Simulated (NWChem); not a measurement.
System: AlBrClF; SMILES [F][Al]([Cl])[Br]

NWChem input:

```
start job
memory heap 200 mb stack 900 mb global 1100 mb
geometry units angstroms noautoz
  Al    -0.420064     0.591392     0.000000
  F     -2.040242     0.913728     0.000000
  Cl     0.907217     2.186061     0.000000
  Br     0.271622    -1.519570     0.000000
end
basis spherical
  Al library sto-3g
  F library sto-3g
  Cl library sto-3g
  Br library sto-3g
end
dft
  xc xtpss03 ctpss03
  iterations 150
  mulliken
end
task dft energy
```

Structure relaxed at the PBE0/def2-SVP level.

**Question.** What results follow from this input? (TPSS/STO-3G.) Quantities: basis functions; energy (Ha); highest occupied level (eV); orbital gap (eV); dipole (D).

**Answer.** 
```yaml
number_of_basis_functions: 41
energy (Ha): -3339.25
highest occupied level (eV): -4.21
orbital gap (eV): 6.38
dipole (D): 1.96
```
